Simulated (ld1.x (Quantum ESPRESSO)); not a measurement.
## Plane-wave convergence, ultrasoft potential for Ar (Z = 18)

* Element: argon
* Generator: ld1.x (Quantum ESPRESSO) 7.5
* Type: ultrasoft
* Functional: LDA (PZ)
* Relativity: scalar-relativistic
* Frozen core: [Ne]
* Valence charge: 8
* Reference configuration: 3s2 3p6
* Partial waves: 3s (bound): rcut 0.95, rcutus 1.20 bohr; 3s channel at -1.45 Ry: rcut 0.95, rcutus 1.20 bohr; 3p (bound): rcut 1.05, rcutus 1.15 bohr; 3p channel at -0.45 Ry: rcut 1.05, rcutus 1.15 bohr
* Local potential: all-electron potential smoothed inside 0.95 bohr (lloc = -1)
* Core correction: Bessel-smoothed model core inside 0.75 bohr
* Augmentation charge: built from norm-conserving waves at rcut, not smoothed further

The pseudo-atom Hamiltonian at the reference potential is diagonalised in spherical Bessel functions j_l(qr) that vanish at 20 bohr, with q² up to the cutoff. All-electron valence levels (Ry): 3s -1.7833, 3p -0.7634.

Q: How do the lowest levels (Ry) of each channel move with the cutoff, and are there ghosts?

A:

```
cutoff (Ry)     s #1     s #2     p #1    d #1    f #1    f #2  Σ f·Δε (mRy)
          8  -1.7537  -0.0173  -0.6186  0.0777  0.1200  0.2607         930.8
         12  -1.7578  -0.0175  -0.7227  0.0777  0.1200  0.2607         297.9
         21  -1.7783  -0.0185  -0.7621  0.0777  0.1200  0.2607          20.5
         30  -1.7828  -0.0187  -0.7634  0.0776  0.1200  0.2607           3.6
         40  -1.7831  -0.0188  -0.7634  0.0776  0.1200  0.2607           3.0
         50  -1.7834  -0.0188  -0.7634  0.0776  0.1200  0.2607           2.2
         70  -1.7835  -0.0188  -0.7636  0.0776  0.1200  0.2607           0.8
         90  -1.7836  -0.0188  -0.7636  0.0776  0.1200  0.2607           0.4
        400  -1.7836  -0.0188  -0.7637  0.0776  0.1200  0.2607           0.0
```

Result: no extra level below or beside the all-electron valence levels (s, p, d, f tested); 10 mRy is reached at 25 Ry and 1 mRy at 70 Ry.
